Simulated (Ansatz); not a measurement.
System: CH$_{2}$BCl$_{2}$, net charge 0, doublet state. It need not be the lowest isomer of its formula. 
Geometry from a B3LYP-D3(BJ)/def2-TZVP (Ansatz, an electronic-structure program) optimisation:
```xyz
6

C     -1.8440    -0.3678    -0.0462
B     -0.3600    -0.0718    -0.0090
Cl     0.8060    -1.3630     0.2728
Cl     0.2339     1.5705    -0.2467
H     -2.2345    -1.3681     0.0969
H     -2.5808     0.4076    -0.2176
```
Charge 0, spin multiplicity 2.

Basis-set convergence of Hartree-Fock and CCSD correlation energies (hartree) with Ansatz. Correlated levels leave the core frozen unless marked. UHF or UKS for open shells. No spin-orbit coupling. No relativistic terms.

```tsv
basis	functions	E(HF)	E(corr, CCSD)
cc-pV(D+d)Z	84	-982.79326	-0.51343
cc-pV(T+d)Z	166	-982.83755	-0.66064
cc-pV(Q+d)Z	298	-982.84840	-0.70934
```

Extrapolating the two largest sets (X = 3 and 4) as X^-3: E(corr) = (64·(-0.70934) - 27·(-0.66064))/37 = -0.7449 Eh, an estimate of the basis-set limit. The largest set recovers 95.2 % of it, the smallest 68.9 %.
